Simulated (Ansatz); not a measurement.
`[SiH3][O][Sn]([Cl])([Cl])[Cl]`, relaxed with RKS PBE0-D4/def2-TZVP in Ansatz 0.2.0 from a PBE-D4/def2-SVP geometry. The force threshold is 0.005 eV/Å; the program also tests the step.

Total charge 0; spin multiplicity 1. Sn takes the def2 core potential.

Start:

```xyz
9

Si    1.405   -1.014    0.033
O     0.367    0.041   -0.791
Sn   -1.265    0.967   -0.173
Cl   -2.861   -0.611    0.506
Cl   -2.061    2.214   -1.981
Cl   -0.743    2.375    1.628
H     2.463   -1.410   -0.953
H     0.662   -2.231    0.513
H     2.032   -0.331    1.219
```

By how much does the energy fall, and how many steps does the optimiser take? (Estimate.)

Ansatz gave: 13.93 kJ/mol, in 7 steps, 1 of them rejected.

Which bonds change most? (Best estimate.)

Ansatz gave: O2–Sn3 from 1.976 to 1.917 Å; Sn3–Cl4 from 2.345 to 2.290 Å; Sn3–Cl6 from 2.345 to 2.290 Å; Sn3–Cl5 from 2.336 to 2.282 Å.

Give the relaxed structure. (An estimate is asked.)

The calculation gave: 
```xyz
9

Si    1.399   -1.008    0.030
O     0.323    0.025   -0.673
Sn   -1.267    0.962   -0.155
Cl   -2.864   -0.549    0.489
Cl   -1.975    2.149   -1.970
Cl   -0.789    2.368    1.588
H     2.409   -1.353   -0.998
H     0.706   -2.237    0.497
H     2.058   -0.357    1.192
```
